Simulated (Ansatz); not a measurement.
`Cl[SiH2][SbH2]` + `[OH][GaH2]` → `[GaH2][O][SbH2]` + `[SiH3]Cl` at 400 K and 1 bar (cleavage of the Sb–Si bond).

Calculated with Ansatz (gas phase, PBE0-D4/def2-TZVP geometries, no zero-point term in ΔE). CBS: MP2 limit from def2 TZ/QZ plus the TZ coupled-cluster correction, frozen cores. This one scheme is used for every species. Elements past krypton have def2 core potentials. For Ga, Sb outer-core shells are correlated without core-valence functions, which leaves a few kJ/mol of doubt a bond. Scalar relativity is left out up to krypton.

| species | CCSD(T)/CBS energy (Eh) | H − E (kJ/mol) | S (J/(mol·K)) |
| --- | --- | --- | --- |
| `Cl[SiH2][SbH2]` | -991.31414 | 112.7 | 366.6 |
| `[OH][GaH2]` | -2000.92981 | 89.0 | 281.3 |
| `[GaH2][O][SbH2]` | -2241.53579 | 108.6 | 376.6 |
| `[SiH3]Cl` | -750.69636 | 85.8 | 267.3 |

H − E and S are ideal-gas, rigid-rotor, harmonic terms from PBE0-D4/def2-TZVP, for one conformer and one mirror image of each species. 1 Eh = 2625.50 kJ/mol, R = 8.31446 J/(mol·K).

Q: By hand: ΔE, ΔH, ΔS and ΔG.

A: ΔE = (-2241.53579) + (-750.69636) − (-991.31414) − (-2000.92981) = 0.01180 Eh = 31.0 kJ/mol. Δ(H − E) = 108.6 + 85.8 − 112.7 − 89.0 = -7.3, so ΔH = 23.7 kJ/mol. ΔS = 376.6 + 267.3 − 366.6 − 281.3 = -4.0 J/(mol·K). ΔG = 23.7 − 400 × (-4.0)/1000 = 25.3 kJ/mol.

Q: By hand: the equilibrium constant, and the temperature at which ΔG would vanish if ΔH and ΔS stayed fixed.

A: log₁₀ K = −ΔG/(RT ln 10) = -3.3. ΔH and −TΔS have one sign here, so there is no such temperature.

The number of gas molecules stays the same, so ΔS is small and ΔH decides. A doubt of 5 kJ/mol in ΔE shifts log₁₀ K by 0.7 here. Other conformers and mirror images would add mixing entropy, several J/(mol·K) or more a flexible species. Modes under 60 cm⁻¹, often nearly free rotors, make the harmonic entropy too high. These are equilibria of isolated gas molecules and say nothing of rates. Largest T1 diagnostic: 0.016 (customary marks: 0.02 for closed shells, 0.045 for open ones).

ΔS is within the doubt of such terms, so its sign, and with it that verdict, could turn.
